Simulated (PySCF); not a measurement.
# One molecule, several mistakes: CGeH6NO cation

These are calculations, not measurements. They come from PySCF 2.14.0, an open-source quantum chemistry program, on an isolated molecule that a program drew, which may never have been made. The molecule is CGeH6NO cation (charge +1, singlet), drawn as the SMILES string `[NH2][GeH+][CH2]O`.

Each row is a Hartree-Fock (HF) and frozen-core CCSD(T) single point in the cc-pVDZ basis, meant for a local HF minimum. Run 1 is clean. Each other run has one planted mistake out of seven kinds, and not every kind appears here: one electron removed, one electron added, multiplicity raised by two, geometry at a saddle point, minimal basis STO-3G, one bond length entered in bohr, all coordinates scaled. The reference is restricted for singlets and unrestricted otherwise, and also for a bond in bohr. Adding or removing an electron swaps singlet and doublet. Electrons count all cores. HOMO and LUMO are orbital energies over both spins, the gradient is its largest component, and the lowest frequency (negative if imaginary) is given only where the gradient is small. Bond lengths are over the 9 bonds as drawn. T1 is the CCSD diagnostic: over 0.02 (restricted) or 0.045 (unrestricted) a single reference is doubtful. Germanium has the cc-pVDZ-PP basis, with a core potential (ECP10MDF) in place of its 10 inner electrons, and its 3s, 3p and 3d shells are frozen in CCSD(T).

Geometry of the clean run:
```xyz
10
CGeH6NO cation, angstrom
N     1.2229    0.5848    1.9586
Ge    0.4773    0.8556    0.4160
C    -1.2747    0.1212   -0.0107
O    -1.4842    0.5679   -1.3072
H     0.8067    0.0491    2.7000
H     2.1264    0.9544    2.2000
H     1.2841    1.6900   -0.5450
H    -1.9973    0.5034    0.7162
H    -1.2271   -0.9674    0.0851
H    -2.3232    0.2710   -1.6386
```

| run | electrons | basis functions | <S^2> | HOMO (eV) | LUMO (eV) | gradient (hartree/bohr) | lowest frequency (cm^-1) | mean bond (Å) | longest bond (Å) | T1 | HF (hartree) | CCSD(T) (hartree) | mistake |
|---|---|---|---|---|---|---|---|---|---|---|---|---|---|
| 1 | 58 | 95 | 0.000 | -17.20 | -3.90 | 7.6e-06 | 28 | 1.3026 | 1.947 | 0.0153 | -463.80495 | -464.43719 | no fault |
| 2 | 58 | 95 | 0.000 | -17.46 | -3.52 | 8.9e-02 | - | 1.2049 | 1.801 | 0.0118 | -463.73361 | -464.34478 | all coordinates scaled |
| 3 | 58 | 95 | 0.732 | -15.75 | -4.33 | 3.1e-02 | - | 1.4108 | 2.067 | 0.0486 | -463.68390 | -464.31754 | one bond length entered in bohr |
| 4 | 59 | 95 | 0.770 | -5.35 | 3.63 | 5.6e-02 | - | 1.3026 | 1.947 | 0.0120 | -463.97426 | -464.61503 | one electron added |
| 5 | 58 | 95 | 2.038 | -12.01 | -6.39 | 1.5e-01 | - | 1.3026 | 1.947 | 0.0136 | -463.67042 | -464.26539 | ? |
| 6 | 57 | 95 | 0.760 | -21.68 | -11.93 | 4.3e-02 | - | 1.3026 | 1.947 | 0.0305 | -463.26746 | -463.86611 | ? |

**Which mistake was planted in run 5, and what did it cost?**

Electrons, basis and geometry are unchanged, and <S^2> is 2.038, beside S(S+1) = 2.00 for a multiplicity of 3. So the mistake is: multiplicity raised by two. Subtracting run 1 and multiplying by 627.51 kcal/mol a hartree, the energy moved by 84.4 kcal/mol in HF and 107.8 kcal/mol in CCSD(T).

**Which mistake was planted in run 6, and what did it cost?**

It counts 57 electrons, one fewer than the clean run, at the same geometry and basis. So the mistake is: one electron removed. Subtracting run 1 and multiplying by 627.51 kcal/mol a hartree, the energy moved by 337.3 kcal/mol in HF and 358.4 kcal/mol in CCSD(T).

Cautions from the logs. Run 3: T1 is over the limit, so its CCSD(T) energy is less reliable.
